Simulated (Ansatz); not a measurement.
One geometry of CH4F2Si2, several functionals.

```yaml
crystal:
  periodic: [false, false, false]
  atoms:
    - {symbol: F, position_ang: [0.539320, -2.147159, -0.381594]}
    - {symbol: Si, position_ang: [1.301526, -0.797151, -0.884983]}
    - {symbol: F, position_ang: [2.161622, -0.438762, 0.452223]}
    - {symbol: C, position_ang: [-0.264401, 0.628826, -0.749099]}
    - {symbol: Si, position_ang: [-0.945017, 0.467043, 0.866504]}
    - {symbol: H, position_ang: [0.280256, 1.545566, -0.963421]}
    - {symbol: H, position_ang: [-0.893559, 0.321360, -1.581218]}
    - {symbol: H, position_ang: [-1.852709, -0.652556, 1.188305]}
    - {symbol: H, position_ang: [-0.238438, 1.026635, 2.036281]}
basis:
  gaussian: {orbitals: def2-TZVPP}
hamiltonian: {xc: {name: CAM-B3LYP}, dispersion: d4}
output: {orbitals: {seedname: orbitals}}
```

```sh
$ ansatz run in.yaml --threads 4 --pin off --events-out ev --progress --plain
```

It prints (some lines left out):

```
Functional definition: CAM-B3LYP
  name "CAM-B3LYP"
  cite "Yanai, Tew & Handy, Chem. Phys. Lett. 393, 51 (2004) doi:10.1016/j.cplett.2004.06.011"
  cite "Iikura, Tsuneda, Yanai & Hirao, J. Chem. Phys. 115, 3540 (2001) doi:10.1063/1.1383587"
  cite "Becke, Phys. Rev. A 38, 3098 (1988) doi:10.1103/PhysRevA.38.3098"
  cite "Lee, Yang & Parr, Phys. Rev. B 37, 785 (1988) doi:10.1103/PhysRevB.37.785"
  cite "Vosko, Wilk & Nusair, Can. J. Phys. 58, 1200 (1980) doi:10.1139/p80-159"
  parameter alpha = 0.19
  parameter beta = 0.46
  parameter omega = 0.33/bohr
  parameter ac = 0.81
  # Exact exchange under (alpha + beta erf(omega r))/r, Becke's under what is left of 1/r.
  exchange = (1 - alpha - beta)*b88_x + beta*b88_x_sr(omega) + alpha*exact_x + beta*exact_x_lr(omega)
  correlation = (1 - ac)*vwn5_c + ac*lyp_c
1310 factors; their error is unknown
303 factors; integrals over basis functions are off by at most 1.4e-5 eV
mean field evaluation 1: about -22286.2157 eV, gradient 6.5e1 eV
mean field evaluation 2: about -22280.2760 eV, gradient 8.4e1 eV
mean field evaluation 4: about -22293.9689 eV, gradient 3.6e0 eV
mean field evaluation 8: about -22294.0099 eV, gradient 1.1e-1 eV
mean field evaluation 16: about -22294.0388 eV, gradient 3.6e-4 eV
mean field -22294.03881747 eV, -819.2908150997 hartree, gradient 8.0e-5 eV, S^2 0.000000; 0 other end points of the search recorded, 0 dependent functions left out
reference -22294.03894784 eV, -819.2908198906 hartree; 28, 28 occupied and 205, 205 virtual orbitals, 1310 factors
Total energy: -22294.24293167 eV, -819.2983161582 hartree
```

It took 1.7 s on 4 threads of a server CPU on a shared host, with 0.66 GiB of host memory at the peak.

The same input with `hamiltonian: {xc: {name: BHLYP}, dispersion: d4}` (abridged; 1.6 s):

```
Functional definition: BHLYP
mean field evaluation 16: about -22292.8730 eV, gradient 4.6e-5 eV
mean field -22292.87303004 eV, -819.2479732020 hartree, gradient 4.6e-5 eV, S^2 0.000000
Total energy: -22293.18431699 eV, -819.2594127863 hartree
```

With the line `hamiltonian: {xc: lda}` (abridged; 0.85 s):

```
Functional definition: SPW92
mean field evaluation 16: about -22187.9777 eV, gradient 4.7e-4 eV
mean field -22187.97773097 eV, -815.3931420618 hartree, gradient 2.0e-5 eV, S^2 0.000000; 1 other end points of the search recorded, 0 dependent functions left out
Total energy: -22187.97777065 eV, -815.3931435200 hartree
```

Changing it to `hamiltonian: {xc: {name: r2SCANh}, dispersion: d4}` (abridged; 2.3 s):

```
Functional definition: r2SCANh
mean field evaluation 16: about -22290.8925 eV, gradient 2.7e-4 eV
mean field -22290.89246331 eV, -819.1751887172 hartree, gradient 4.5e-5 eV, S^2 0.000000
Total energy: -22290.95121003 eV, -819.1773476191 hartree
```

The same input with `hamiltonian: {xc: {name: PBE-QIDH}}` (abridged; 2.4 s):

```
Functional definition: PBE-QIDH
mean field evaluation 16: about -22267.5456 eV, gradient 4.5e-4 eV
mean field -22267.54563688 eV, -818.3172086707 hartree, gradient 4.0e-6 eV, S^2 0.000000; unrestricted orbitals would lower it
13 core orbitals not correlated: weight in the atoms' cores, before any rotation towards them, 1.000 or more for the frozen orbitals, at most 0.000 for the correlated occupied ones
second order -27.82866701 eV of doubles, -0.00000000 eV of singles
Total energy: -22276.82187203 eV, -818.6581040249 hartree
```

The same input with `hamiltonian: {xc: {name: wB97M-V}}` and forces (abridged; 4.5 s):

```
Functional definition: wB97M-V
mean field evaluation 16: about -22292.5775 eV, gradient 9.1e-4 eV
mean field -22292.57753429 eV, -819.2371139334 hartree, gradient 6.2e-5 eV, S^2 0.000000
Total energy: -22292.57758403 eV, -819.2371157613 hartree
Atom 0 force    -0.223088    -0.139144     0.208865 eV/Å
Atom 1 force     0.506976    -0.163098    -0.653875 eV/Å
Atom 2 force    -0.002446     0.093448     0.321506 eV/Å
Atom 3 force    -0.666853     0.438301     0.405368 eV/Å
Atom 4 force     0.344172    -0.240904    -0.179654 eV/Å
Atom 5 force     0.010047    -0.119454     0.007944 eV/Å
Atom 6 force     0.102713    -0.023140     0.057361 eV/Å
Atom 7 force     0.066006     0.182935    -0.030554 eV/Å
Atom 8 force    -0.137528    -0.028943    -0.136961 eV/Å
Dipole moment:    -0.750017     0.595225     0.233839 e Å
```
